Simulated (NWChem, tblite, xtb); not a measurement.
## AlB2SiH5O (SMILES B[O][Al]1[BH][SiH2]1): methods side by side

AlB2SiH5O has 10 atoms, charge 0, and is taken as a singlet. SMILES: `B[O][Al]1[BH][SiH2]1`. Geometry: relaxed at PBE0-D4/def2-TZVP. This is one conformer, not always the lowest.

```xyz
10

B    -1.2407    1.7888    1.5987
O    -1.2774    0.9028    0.5901
Al   -0.5494   -0.2203   -0.4359
B     0.0220   -1.5736   -1.7805
Si    1.6161   -1.2767   -0.8779
H    -2.2523    2.3596    1.9055
H    -0.2050    1.9979    2.1774
H    -0.3780   -2.2360   -2.6768
H     3.0653   -1.5749   -0.7072
H     1.2825   -0.2190    0.2095
```

Quantity: the dipole moment, in D. The values are calculated.

```tsv
level	kind	program	value (D)	CPU time
IPEA1-xTB	semi-empirical	tblite	2.21	under 2 s
GFN2-xTB	semi-empirical	xtb	0.81	under 2 s
GFN0-xTB	semi-empirical	xtb	2.14	under 2 s
GFN1-xTB	semi-empirical	xtb	1.93	under 2 s
HF/STO-3G	Hartree–Fock	NWChem	0.57	3.9 s
HF/3-21G	Hartree–Fock	NWChem	0.99	4.5 s
HF/def2-SVP	Hartree–Fock	NWChem	1.31	20 s
r2SCAN/6-31G	meta-GGA	NWChem	1.04	33 s
B3LYP/3-21G	global hybrid	NWChem	0.91	19 s
B3LYP/6-31G* (spherical functions)	global hybrid	NWChem	0.84	42 s
```

The values span 0.57 to 2.21 D. Magnitudes only: a small dipole may point the other way at some levels. Sets without polarisation functions give poor dipoles. CPU times are rough (shared hosts, several kinds of processor): they show what a rung costs within a factor of a few.
